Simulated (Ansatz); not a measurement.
Species: KI, net charge 0, singlet state. SMILES: [K][I]
Coordinates optimised at B3LYP-D3(BJ)/def2-TZVP (Ansatz, a first-principles code):
```xyz
2

K      0.0000     0.0000    -2.2761
I      0.0000     0.0000     0.8160
```

Quantity: vertical electron affinity (to the doublet state of charge -1; a negative value means that the extra electron is unbound and the number depends on the basis; each state is the SCF solution reached for its spin), in eV. Valence correlation only, unless marked. UHF or UKS for open shells. Spin-orbit coupling is left out. The frozen core is the preceding noble-gas configuration, with the filled d and f shells of earlier blocks. The outer core of K, Ca and their heavier congeners is not correlated, a term that matters for these elements. Past Kr the def2 sets carry scalar-relativistic core potentials. Anions need diffuse functions: def2-D sets add few. Basis-set limits of correlation are two-point, X^-3; Hartree-Fock from the larger set.

```csv
level,program,vertical electron affinity (eV)
SVWN5/def2-TZVPD,Ansatz,0.79
PBE/def2-TZVPD,Ansatz,0.76
r2SCAN/def2-TZVPD,Ansatz,0.67
B3LYP/def2-TZVPD,Ansatz,0.77
PBE0/def2-TZVPD,Ansatz,0.75
BHLYP/def2-TZVPD,Ansatz,0.66
wB97M-V/def2-TZVPD,Ansatz,0.49
wB97X/def2-TZVPD,Ansatz,0.56
CCSD/def2-SVPD,Ansatz,0.59
CCSD/def2-TZVPPD,Ansatz,0.58
"CCSD/CBS(def2-TZVPPD,def2-QZVPPD)",Ansatz,0.57
CCSD(T)/def2-SVPD,Ansatz,0.59
CCSD(T)/def2-TZVPPD,Ansatz,0.58
"CCSD(T)/CBS(def2-TZVPPD,def2-QZVPPD)",Ansatz,0.57
```
